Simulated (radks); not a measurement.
The ytterbium ion Yb4+, 66 electrons, occupied as [Xe] 4f12. Calculated with a radial shooting solver on a logarithmic mesh with Libxc functionals: Dirac Kohn-Sham, PBE, spin-unpolarised, spherical densities, point nucleus; open shells fill j = l - 1/2 first.

Radial electron density D(r) = 4 pi r^2 rho(r):

r (bohr)  D(r) (e/bohr)
0.00189           16.22
0.002501          24.09
0.003283          34.45
0.004343          48.05
0.005747          63.92
0.007543          79.55
0.009981          92.34
0.0131            97.76
0.01733           94.67
0.02293           87.77
0.0301            88.20
0.03983           103.5
0.05228           122.6
0.06917           123.0
0.09153           103.3
0.1201            98.41
0.159             113.4
0.2086            99.89
0.2761            61.63
0.3653            57.66
0.4794            64.34
0.6344            43.99
0.8327            23.23
1.102             14.31
1.458             7.829
1.913             2.587
2.532            0.4052
3.323           0.02783
4.397         0.0005421

D(r) has 4 maxima, at r = 0.0135, 0.0604, 0.168, 0.453 bohr, and minima at 0.0263, 0.110, 0.321 bohr, inside which lie 2.02, 11.17, 29.65 electrons.
